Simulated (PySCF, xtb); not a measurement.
C2H9FOSi2, SMILES OC[Si@@H](C[SiH3])F.

GFN2-xTB (xtb) at its own geometry gives an orbital gap of 5.29 eV and a dipole moment of 2.19 D.

Geometry optimised at B3LYP-D3(BJ)/def2-SVP. The structure was generated by enumeration; whether it is a known compound was not checked. One conformer was computed; it need not be the lowest.

What does PBE/def2-TZVP (PySCF) give? (The exact figures need the calculation; the answer reports its results.)

gap 5.19 eV (levels -6.05 and -0.86 eV), dipole 1.93 D.
